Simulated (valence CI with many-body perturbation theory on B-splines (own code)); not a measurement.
## Hf LVIII: what the settings do

Calculated by configuration interaction combined with many-body perturbation theory (CI+MBPT): five valence electrons over a frozen Dirac-Fock core [Ne], radial functions for each j: 6 s, 6 p, 5 d, 3 f, 1 g, with the one-electron correlation potential Σ1 (screened to all orders), the two-electron term Σ2, the three-electron term Σ3, Breit, model QED; selected single and double excitations, second order for the rest, scaled by the run's own slope (own B-spline code, finite nucleus).

No measured spectrum was set against this ion. As an estimate, large intervals hold to a few tenths of a per cent, small ones and those within an open d or f shell to about a per cent. Among the levels kept, up to 680 cm⁻¹ of a level comes from second order outside the variational space, and about a tenth of that is noise between levels of different J, which matters for small intervals.

The reference run has the lowest level (3s^2 3p1/2^2 3p3/2) J=3/2 and an ionisation energy of 5716.35 eV. Its largest variational space holds 10000 state functions.

Levels are named by their leading jj configuration (3d3/2^4 stands for four electrons in 3d with j = 3/2), which in mixed levels can hold well under half, so a name can repeat and another be missing. Letters in brackets count levels of one name in rising energy.

Changed runs:
A. correlating orbitals by l 3 3 3 2 1 → 4 4 0 0 0
B. scale of Σ1 1 → 0; scale of Σ2 1 → 0; three-electron term on → off; orbitals per symmetry with explicit Σ2 and valence Breit (the others get mean screening factors) 5 → 4
C. scale of Σ1 1 → 0; scale of Σ2 1 → 0; three-electron term on → off
D. Davidson iteration limit 60 → 2 (bad on purpose)

Excitation energies of the reference run in cm⁻¹, and shifts in cm⁻¹:

```
                             Level  Reference      A      B      C     D
        (3s^2 3p1/2^2 3d3/2) J=3/2    1788040  +1954  +5529  +5527  +0.1
        (3s^2 3p1/2 3p3/2^2) J=3/2    2404520   -639  -3003  -2993  +0.1
        (3s^2 3p1/2^2 3d5/2) J=5/2    2464930  +2259  +6002  +6010  +0.1
        (3s^2 3p1/2 3p3/2^2) J=5/2    2497140   +354  -2492  -2460  +0.3
        (3s^2 3p1/2 3p3/2^2) J=1/2    2616600   +667  -1834  -1840  +0.2
        (3s 3p1/2^2 3p3/2^2) J=5/2    3751210   -673   -446   -443  +0.2
        (3s 3p1/2^2 3p3/2^2) J=3/2    3985100   +544  +1509  +1504  +0.2
        (3s 3p1/2^2 3p3/2^2) J=1/2    3997620   +527  +1043  +1015     0
(3s^2 3p1/2 3p3/2 3d3/2) J=5/2 [a]    4173520  +1336  +2266  +2290  +0.2
(3s^2 3p1/2 3p3/2 3d3/2) J=1/2 [a]    4198480   +818  +2379  +2379  -0.1
(3s^2 3p1/2 3p3/2 3d3/2) J=3/2 [a]    4199630  +1035  +2805  +2817  +0.1
    (3s^2 3p1/2 3p3/2 3d3/2) J=7/2    4269740  +2485  +2615  +2654  +0.1
            Ionisation energy (eV)    5716.35  -0.38  -0.60  -0.59     0
```

Run D: The Davidson iterations stopped at their limit.
